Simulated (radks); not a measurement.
Ionisation of the terbium ion Tb28+, [Kr] 4d1, to [Kr] as the strength of local exchange is varied. Calculated with a radial shooting solver on a logarithmic mesh with Libxc functionals: scalar-relativistic Kohn-Sham, Slater X-alpha exchange (alpha = 2/3 is LDA exchange), no correlation, spin-polarised, spherical densities, finite nucleus; open shells are filled with parallel spins first (spin-orbit coupling, left out, can overturn this in heavy ions); Fermi nuclear charge, rms radius 5.06 fm.

| alpha | E(Tb28+) (hartree) | exchange (hartree) | IE (eV) | -e of the level emptied (eV) | <r> of it (bohr) |
|---|---|---|---|---|---|
| 0.667 | -11311.0399 | -206.4355 | 992.03 | 970.78 (4d) | 0.5148 |
| 0.787 | -11348.3960 | -244.1890 | 1002.3 | 981.21 (4d) | 0.5119 |
| 0.947 | -11398.3510 | -294.8183 | 1016.2 | 995.22 (4d) | 0.5082 |
| 1.017 | -11420.2592 | -317.0734 | 1022.3 | 1001.4 (4d) | 0.5066 |
| 1.047 | -11429.6582 | -326.6308 | 1024.9 | 1004.0 (4d) | 0.5059 |

NIST Atomic Spectra Database: 997 +/- 4 eV (theoretical). The Delta-SCF value meets it near alpha = 0.72. Open shells are spherical and high-spin; term and fine-structure splittings are not resolved. Spin-orbit splitting is averaged out at the scalar-relativistic level.
